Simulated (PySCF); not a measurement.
Spinor energies of Nb⁺ (niobium, charge +1)

Start: [Kr] 4d4; 4d3/2 filled at m_j = -3/2, -1/2, +1/2, +3/2. Calculated with PySCF 2.14 in x2c-TZVPPall-2c (8s9p7d2f1g, 93 functions): generalised Hartree-Fock with the X2C-1e Hamiltonian and a Gaussian nucleus; one run each with spin-orbit coupling (SO) switched off, then screened by Boettger's factors.

| spinor shell | electrons | ε, spin-free (eV) | ε, screened SO (eV) | weight of nominal j (screened SO) | rms radius, screened SO (bohr) |
| --- | --- | --- | --- | --- | --- |
| 1s1/2 | 2 | -19093.5 | -19092.6 | 1.000 | 0.0415 |
| 2s1/2 | 2 | -2749.5 | -2749.2 | 1.000 | 0.171 |
| 2p1/2 | 2 | -2449.4 | -2515.5 | 1.000 | 0.149 |
| 2p3/2 | 4 | -2449.4 | -2418.3 | 1.000 | 0.154 |
| 3s1/2 | 2 | -495.59 | -495.50 | 1.000 | 0.471 |
| 3p1/2 | 2 | -394.72 | -405.88 | 1.000 | 0.471 |
| 3d3/2 | 4 | -229.78 | -231.70 | 0.977 | 0.471 |
| 3d5/2 | 6 | -229.78 | -228.40 | 0.985 | 0.475 |
| 4s1/2 | 2 | -78.663 | -78.632 | 1.000 | 1.25 |
| 4p1/2 | 2 | -49.618 | -53.877 | 0.666 | 1.41 |
| 4p3/2 | 4 | -49.618 | -47.500 | 0.833 | 1.40 |
| 4d3/2 | 4 | -14.542 | -14.548 | 0.527 | 2.20 |

(1) Where does 3p3/2 lie, and what is the 3p spin-orbit splitting (screened SO)?

| quantity | spin-free | screened SO |
| --- | --- | --- |
| E (hartree) | -3816.80788 | -3817.21696 |
| M_J | 0 | 0 |
| ⟨J²⟩ | 4.049 | 3.863 |
| ⟨L²⟩ | 6.046 | 6.047 |
| ⟨S²⟩ | 6.003 | 5.996 |

The determinant has a definite M_J but mixes levels of different J.

Each row is a mean over spinors that exchange with the open shell spreads, by up to 4.617 eV (4p3/2).

Rows whose weight is well below 1 are mixtures of j = l ± 1/2: exchange outweighs spin-orbit coupling there, and the label is only the starting occupation.

Breit and QED terms are absent; they matter most for the inner s and p1/2 levels.

Densities and radii are taken from the X2C orbitals without a picture-change correction, which distorts them close to the nucleus.

Without spin-orbit coupling the j labels of p, d and f shells carry no meaning; the spin-free column gives the mean over the occupied spinors of each nl shell, and its ⟨J²⟩ belongs to a mixture of degenerate components.

Results:

(1) At -389.41 eV, 16.473 eV above 3p1/2.
